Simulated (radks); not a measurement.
The numbers below are computed, except where a source is named.
Task: Species: As4+. Configuration: [Ar] 3d10 4s1 (the NIST ground configuration). Code: a radial shooting solver on a logarithmic mesh with Libxc functionals. Model: Dirac Kohn-Sham, PBEsol, spin-unpolarised, spherical densities, point nucleus. Some entries of the table are withheld. Estimate them.

| orbital | occ. | eigenvalue (hartree) | <1/r> (bohr^-1) |
|---|---|---|---|
| 1s1/2 | 2 | -432.0966 | 33.45 |
| 2s1/2 | 2 | -56.43019 | 7.412 |
| 2p1/2 | 2 | (1) | 7.378 |
| 2p3/2 | 4 | (2) | 7.163 |
| 3s1/2 | 2 | -8.82480 | (3) |
| 3p1/2 | 2 | -6.87515 | (4) |
| 3p3/2 | 4 | -6.69004 | (5) |
| 3d3/2 | 4 | (6) | (7) |
| 3d5/2 | 6 | (8) | (9) |
| 4s1/2 | 1 | -2.08988 | 0.7948 |

Result: 
(1) 2p1/2 eigenvalue (hartree): -50.63159
(2) 2p3/2 eigenvalue (hartree): -49.28904
(3) 3s1/2 <1/r> (bohr^-1): 2.395
(4) 3p1/2 <1/r> (bohr^-1): 2.273
(5) 3p3/2 <1/r> (bohr^-1): 2.222
(6) 3d3/2 eigenvalue (hartree): -3.34572
(7) 3d3/2 <1/r> (bohr^-1): 1.933
(8) 3d5/2 eigenvalue (hartree): -3.31849
(9) 3d5/2 <1/r> (bohr^-1): 1.920
